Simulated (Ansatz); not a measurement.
Reactions of FGeH5O2Si (`[OH][GeH2][SiH](O)F`).

Computed with Ansatz on PBE0-D4/def2-TZVP structures; ΔE is electronic, products minus reactants. CCSD(T)/CBS adds triple-zeta CCSD(T) − MP2 to the extrapolated MP2 energy (def2 sets, frozen cores). This one scheme is used for every species. Functionals use def2-TZVPP. def2 core potentials past Kr. For Ge, I outer-core shells are correlated without core-valence functions, which leaves a few kJ/mol of doubt a bond. Scalar relativity is left out up to krypton. Each species was taken in one conformer, which may not be the lowest.

```json
{"reaction": "`[OH][GeH2][SiH](O)F` + CH₃OH → `C[O][GeH2][OH]` + `O[SiH2]F`", "PBE-D4 (eV)": "-0.23", "MP2/CBS(def2) (eV)": "-0.49", "CCSD/CBS(def2) (eV)": "-0.44", "ωB97X-V (eV)": "-0.43"}
{"reaction": "`[OH][GeH2][SiH](O)F` + CH₃OH → `CO[SiH](O)F` + `[OH][GeH3]`", "PBE-D4 (eV)": "-1.04", "MP2/CBS(def2) (eV)": "-1.33", "CCSD/CBS(def2) (eV)": "-1.31", "ωB97X-V (eV)": "-1.27"}
{"reaction": "`[OH][GeH2][SiH](O)F` + `N[SiH](O)O` → `[OH][GeH2][NH][SiH](O)O` + `O[SiH2]F`", "PBE-D4 (eV)": "-0.26", "MP2/CBS(def2) (eV)": "-0.53", "CCSD/CBS(def2) (eV)": "-0.45", "ωB97X-V (eV)": "-0.43"}
{"reaction": "`[OH][GeH2][SiH](O)F` + HI → `[OH][GeH2][I]` + `O[SiH2]F`", "PBE-D4 (eV)": "-0.84", "MP2/CBS(def2) (eV)": "-1.11", "CCSD/CBS(def2) (eV)": "-0.99", "ωB97X-V (eV)": "-0.94"}
{"reaction": "`[OH][GeH2][SiH](O)F` + H₂ → `[OH][GeH3]` + `O[SiH2]F`", "PBE-D4 (eV)": "-0.04", "MP2/CBS(def2) (eV)": "-0.20", "CCSD/CBS(def2) (eV)": "-0.26", "ωB97X-V (eV)": "-0.21"}
{"reaction": "`[OH][GeH2][SiH](O)F` + `NBS` → `O[SiH](F)NBS` + `[OH][GeH3]`", "PBE-D4 (eV)": "-0.53", "MP2/CBS(def2) (eV)": "-0.78", "CCSD/CBS(def2) (eV)": "-0.76", "ωB97X-V (eV)": "-0.70"}
{"reaction": "`[OH][GeH2][SiH](O)F` + `CBO` → `CBO[SiH](O)F` + `[OH][GeH3]`", "PBE-D4 (eV)": "-0.92", "MP2/CBS(def2) (eV)": "-1.24", "CCSD/CBS(def2) (eV)": "-1.24", "ωB97X-V (eV)": "-1.17"}
{"reaction": "`[OH][GeH2][SiH](O)F` + `CN[SiH2]Cl` → `CN([SiH2]Cl)[SiH](O)F` + `[OH][GeH3]`", "PBE-D4 (eV)": "-0.59", "MP2/CBS(def2) (eV)": "-0.85", "CCSD/CBS(def2) (eV)": "-0.79", "ωB97X-V (eV)": "-0.76"}
{"reaction": "`[OH][GeH2][SiH](O)F` + CH₃NH₂ → `C[NH][GeH2][OH]` + `O[SiH2]F`", "PBE-D4 (eV)": "-0.04", "MP2/CBS(def2) (eV)": "-0.32", "CCSD/CBS(def2) (eV)": "-0.25", "ωB97X-V (eV)": "-0.20"}
```

Question: Give the CCSD(T)/CBS values in the same order. (Estimate.)

Answer: Ansatz gave: -0.43, -1.28, -0.46, -0.98, -0.20, -0.74, -1.20, -0.79, -0.24 eV.

Largest T1 diagnostic: 0.012, for `O[SiH](F)NBS`.
